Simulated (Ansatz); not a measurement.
A run for Ansatz (an electronic-structure program): R-PBE0/def2-TZVPP on BrHSSn (SMILES [SH][Sn][Br]), a point of a torsion scan. Elements past Kr take the def2 small-core potentials; no spin–orbit coupling.

Ansatz 0.2 input:
```yaml
crystal:
  periodic: [false, false, false]
  atoms:
    - {symbol: S, position_ang: [-1.41770216, 0.32717781, 0.47191310]}
    - {symbol: Sn, position_ang: [0.76011879, 1.20257654, -0.27807858]}
    - {symbol: Br, position_ang: [1.81911313, -0.96986075, -1.05040940]}
    - {symbol: H, position_ang: [-1.50880847, -0.69941772, -0.36092458]}
basis:
  gaussian:
    orbitals: def2-TZVPP
hamiltonian:
  xc: {name: PBE0}
scf: {lower_state_search: off}
```

The head of its log:

```
WARN ansatz: RAYON_NUM_THREADS=1 ignored (pool sized by the plan → 1); use --threads N
Functional definition: PBE0
these checks for a lower state are left out or cut short: stability, starts, cluster_reference, orbital_swaps, neighbouring_geometries, increment
integrals: 0.09 GiB planned
1248 factors; their error is unknown
mean field: 0.77 GiB planned
mean field evaluation 1: about -86718.6895 eV, gradient 2.2e1 eV
mean field evaluation 2: about -86715.1970 eV, gradient 4.0e1 eV
```

**Question.** What total energy does the run end on?

**Answer.** -3186.9302 hartree.
